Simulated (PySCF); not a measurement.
**EuSF at several levels of theory**

Computed with PySCF 2.14.0 (density fitting, no spin-orbit coupling) at the geometry relaxed with PBE0:

```xyz
3
EuSF (singlet in the valence; each metal's 4f electrons, 6 of them, lie in its core potential, out of spins and levels)
Eu   -0.1861    0.0000   -0.4360
S     1.7925    0.0000    0.8367
F    -1.8430    0.0000    0.7411
```

```tsv
level	basis	state	HOMO (eV)	gap (eV)	charge on Eu1 (e)	population of f-type functions on Eu1 (polarisation alone where 4f lies in the core)	dipole about the centre of mass (D)	largest force component (eV/Å)
PBE0	Eu lcecp-1-SVP with ECP52, S def2-SVP, F def2-SVP	singlet	-5.88	3.29	0.81	0.06	8.30	0.01
BLYP	the same	singlet	-4.65	1.45	0.63	0.06	7.29	0.82
PBE0	Eu lcecp-1-TZVP with ECP52, S def2-TZVP, F def2-TZVP	singlet	-5.92	3.32	1.18	0.07	8.57	0.06
```

In the lcecp rows the 4f levels are missing from HOMO and gap, and the state counts the valence alone.

Charges are Mulliken's, which hang on the basis. The relaxation used the grid (50, 194), these runs (75, 302) or, all-electron (x2c bases, spin-free X2C Hamiltonian), (99, 590).

Q: What does CAM-B3LYP with Eu lcecp-1-SVP with ECP52, S def2-SVP, F def2-SVP give here?

A: state singlet, HOMO (eV) -6.99, gap (eV) 5.02, charge on Eu1 (e) 0.77, population of f-type functions on Eu1 (polarisation alone where 4f lies in the core) 0.07, dipole about the centre of mass (D) 8.55, largest force component (eV/Å) 0.06. Time: 2.5 s on 2 threads of Arm Neoverse V2, with other jobs on the host, from an already converged density.

In the first row's basis the gap widens with exact exchange: 1.4 eV for BLYP (none); 3.3 eV for PBE0 (a fixed share); 5.0 eV for CAM-B3LYP (rising or full at long range).

An lcecp potential fixes the number of 4f electrons, so in runs with it no electron can move into or out of that shell.
